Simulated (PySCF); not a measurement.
**Cu²⁺ (copper, charge +2) across methods**

[Ar] 3d8 4s1, 4s spin antiparallel (an excited configuration). All numbers are calculated (PySCF 2.14, scalar relativity through the core potential, in aug-cc-pwCVTZ-PP with ECP10MDF (8s8p7d4f3g, 122 functions)).

```tsv
method	E (hartree)	mean ε 3d α (eV)	mean ε 3d β (eV)	mean ε 4s β (eV)	Σ⟨r²⟩ (bohr²)	⟨S²⟩
BLYP	-195.9481	-37.561	-36.022	-25.031	18.20	1.752
PBE	-195.9572	-37.691	-36.022	-24.939	18.20	1.752
PBE0	-195.9294	-40.894	-38.967	-25.821	18.15	1.752
LDA	-195.5492	-37.967	-35.934	-25.318	18.19	1.753
HSE06	-195.9243	-40.463	-38.536	-25.520	18.14	1.752
r2SCAN	-195.8937	-38.070	-36.407	-25.324	18.13	1.753
MN15	-196.1487	-42.972	-40.117	-26.004	18.29	1.753
```

(1) Estimate the same row for UHF.

Energies and moments cover only the electrons outside the core potential. With the s spin flipped the determinant is a mixture of two multiplicities, not a spectroscopic state.

Answers

(1) E (hartree) = -195.07552; mean ε 3d α (eV) = -49.524; mean ε 3d β (eV) = -46.800; mean ε 4s β (eV) = -27.875; Σ⟨r²⟩ (bohr²) = 18.23; ⟨S²⟩ = 1.754.
